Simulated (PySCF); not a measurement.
Compound: C6H9NO.
SMILES with atom numbers: `[CH2:1]=[CH:2][CH:3]([CH:4]=[CH2:5])[C:6]([NH2:7])=[O:8]` (hydrogens: H9, H10 on C1; H11 on C2; H12 on C3; H13 on C4; H14, H15 on C5; H16, H17 on N7)

Cartesian coordinates in Å at the GFN2-xTB level; atoms count from 1:
```
atom  x, y, z in Å
C1    -1.3892   -1.9949    0.5258
C2    -0.5685   -1.3420   -0.2741
C3     0.0055    0.0114    0.0361
C4    -0.4401    1.0065   -0.9975
C5    -1.1682    2.0730   -0.7299
C6     1.5325   -0.0950   -0.0390
N7     2.1687    0.2253    1.1105
O8     2.1260   -0.4347   -1.0345
H9    -1.7135   -1.5854    1.4692
H10   -1.7796   -2.9646    0.2690
H11   -0.2483   -1.7618   -1.2170
H12   -0.3114    0.3345    1.0314
H13   -0.1068    0.7904   -2.0026
H14   -1.4660    2.7637   -1.4999
H15   -1.5053    2.2992    0.2692
H16    3.1743    0.1769    1.1320
H17    1.6827    0.5093    1.9414
```

The closed-shell SCF was solved with PySCF and density fitting under several settings on one GFN2-xTB geometry (grid level 2 and gas phase unless stated).

```csv
settings,basis functions,SCF cycles,E (Eh),HOMO (eV),LUMO (eV),dipole (D)
PBE0/pcSseg-1,181,14,-363.5328,-7.20,-0.11,3.57
PBE0/def2-SVPD,235,14,-363.3323,-7.28,-0.22,3.57
```

Estimate the rows for these settings: (1) KT3/3-21G, grid level 3; (2) BLYP/6-31G, start guess sap.

```
                   settings  basis functions  SCF cycles     E (Eh)  HOMO (eV)  LUMO (eV)  dipole (D)
    KT3/3-21G, grid level 3               90          17  -367.5594      -5.33      -0.51        3.24
BLYP/6-31G, start guess sap               90          16  -363.7484      -5.21      -0.45        3.38
```

Over all rows, what range does the HOMO–LUMO gap span?

From 4.76 eV (BLYP/6-31G, start guess sap) to 7.09 eV (PBE0/pcSseg-1). The functional of the narrowest has no exact exchange, that of the widest 25 % exact exchange.

Compare two rows with the functional PBE0: PBE0/pcSseg-1 and PBE0/def2-SVPD. Which energy is lower, and by how much?

PBE0/pcSseg-1 (181 functions) lies 0.2005 Eh or 126 kcal/mol below PBE0/def2-SVPD (235 functions). The smaller set gives the lower energy; the two sets aren't nested, so the variational bound doesn't order them by size.

Cycle counts include a coarse-grid stage where the run had one. KT3 was designed for NMR shieldings or shifts; total energies of different functionals aren't comparable.

One conformer stands for the species.
